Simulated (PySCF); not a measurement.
# A survey of 15N NMR shifts

Computational details: GFN2-xTB geometry, NMR shieldings at PBE0/pcSseg-1/GIAO, in PySCF 2.14 (relativity neglected, one computed conformer, isolated molecule, fast rotation and ring inversion assumed for equivalent nuclei).

Shieldings were converted by a linear fit to measured shifts: 15N (scatter 6.3 ppm rms vs CH3NO2, solution or neat liquid). A few per cent of atoms miss by over 2 rms, more outside the fitted compound classes.

Task: Give the 15N shifts of `C=Nc1ccccc1`, `N#C[C@@]12[C@H]3C[C@@H]1[C@@H]2C3`, `[H]/N=C\c1ccccc1`, `N#CC1=C[C@@H]2C[C@@H]2C1`.

Result: 
| compound | environment | δ (ppm) |
| --- | --- | --- |
| C=Nc1ccccc1 | imine nitrogen | -12.8 |
| N#C[C@@]12[C@H]3C[C@@H]1[C@@H]2C3 | nitrile nitrogen | -100.5 |
| [H]/N=C\c1ccccc1 | imine nitrogen | -80.7 |
| N#CC1=C[C@@H]2C[C@@H]2C1 | nitrile nitrogen | -100.1 |
